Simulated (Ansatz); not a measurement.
Reaction (SMILES): CC(C)CO + H+ -> CC(C)C[OH2+]
Structures are relaxed separately at B3LYP-D3(BJ)/def2-TZVP in Ansatz (a quantum-chemistry and plane-wave program), one conformer each, not searched for the lowest. Frequencies are from Ansatz.
Geometry of the first species:
```
C
H 1 1.0955
C 1 1.5216 2 106.78
H 3 1.0973 1 109.57 2 64.43
H 3 1.0990 4 107.84 1 -118.94
O 3 1.4260 4 110.43 5 -120.99
H 6 0.9619 3 108.86 4 62.17
C 1 1.5278 2 108.43 3 -120.12
H 8 1.0892 1 111.04 2 61.09
H 8 1.0918 9 108.45 1 122.04
H 8 1.0942 9 108.08 10 116.55
C 1 1.5283 2 108.57 3 118.60
H 12 1.0912 1 110.78 2 61.87
H 12 1.0922 13 107.86 1 122.50
H 12 1.0937 13 107.52 14 116.12
```
Charge 0, spin multiplicity 1.

Quantity: proton affinity (0 K, with B3LYP-D3(BJ) harmonic zero-point energies), positive where the reaction releases energy, in kcal/mol. Valence correlation only, unless marked. Spin-orbit coupling is left out. Non-relativistic unless marked X2C. Basis-set limits of correlation are two-point, X^-3; Hartree-Fock from the larger set.

```
level                         program  proton affinity (kcal/mol)  minus last row
----------------------------  -------  --------------------------  --------------
r2SCANh/def2-TZVPD             Ansatz                       187.6             0.6
LC-wPBE/def2-TZVPD             Ansatz                       187.2             0.2
MP2/CBS(cc-pVTZ,cc-pVQZ)       Ansatz                       185.2            -1.8
SCS-MP2/cc-pVQZ                Ansatz                       188.0             1.0
CCSD/cc-pVTZ                   Ansatz                       189.9             2.9
X2C-CCSD(T)/cc-pVTZ-DK         Ansatz                       189.2             2.2
CCSD(T)/CBS(cc-pVTZ,cc-pVQZ)   Ansatz                       187.0             0.0
```
